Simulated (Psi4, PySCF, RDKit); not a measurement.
Torsional profile of SMILES C1C(C1)C1CC1 (C6H10). Scanned: dihedral C1–C3–C4–C5; all other coordinates were relaxed at GFN2-xTB. Heavy atoms are numbered in the order of the SMILES C1CC1C1CC1, hydrogens after them in the order of the atoms that carry them; the mirror image has the same energies with the sign of each dihedral reversed.

- RHF/6-31G* = restricted Hartree-Fock/6-31G*, spherical d, density fitting // GFN2-xTB in PySCF
- PBE/def2-TZVP // GFN2-xTB (Psi4)
- MMFF94 // GFN2-xTB (RDKit)
- wB97X-D/def2-TZVP // GFN2-xTB (Psi4)

Energies relative to the lowest point of each profile, in eV:

```json
[
 {"φ / °": "-165", "RHF/6-31G*": "0.041", "PBE/def2-TZVP": "0.041", "MMFF94": "0.007"},
 {"φ / °": "-135", "RHF/6-31G*": "0.006", "PBE/def2-TZVP": "0.005", "MMFF94": "0.001"},
 {"φ / °": "-90", "RHF/6-31G*": "0.174", "PBE/def2-TZVP": "0.134", "MMFF94": "0.062"},
 {"φ / °": "-75", "RHF/6-31G*": "0.219", "PBE/def2-TZVP": "0.173", "MMFF94": "0.070"},
 {"φ / °": "-30", "RHF/6-31G*": "0.045", "PBE/def2-TZVP": "0.031", "MMFF94": "0.019"},
 {"φ / °": "-15", "RHF/6-31G*": "0.012", "PBE/def2-TZVP": "0.008", "MMFF94": "0.010"},
 {"φ / °": "30", "RHF/6-31G*": "0.056", "PBE/def2-TZVP": "0.054", "MMFF94": "0.010"},
 {"φ / °": "75", "RHF/6-31G*": "0.057", "PBE/def2-TZVP": "0.054", "MMFF94": "0.016"},
 {"φ / °": "105", "RHF/6-31G*": "0.000", "PBE/def2-TZVP": "0.000", "MMFF94": "0.010"},
 {"φ / °": "120", "RHF/6-31G*": "0.006", "PBE/def2-TZVP": "0.005", "MMFF94": "0.014"},
 {"φ / °": "150", "RHF/6-31G*": "0.071", "PBE/def2-TZVP": "0.067", "MMFF94": "0.027"},
 {"φ / °": "180", "RHF/6-31G*": "0.073", "PBE/def2-TZVP": "0.070", "MMFF94": "0.018"}
]
```

Question: Estimate the wB97X-D/def2-TZVP values at these points.

Answer: -165: 0.046; -135: 0.002; -90: 0.127; -75: 0.174; -30: 0.017; -15: 0.000; 30: 0.058; 75: 0.066; 105: 0.015; 120: 0.020; 150: 0.078; 180: 0.075 (eV).
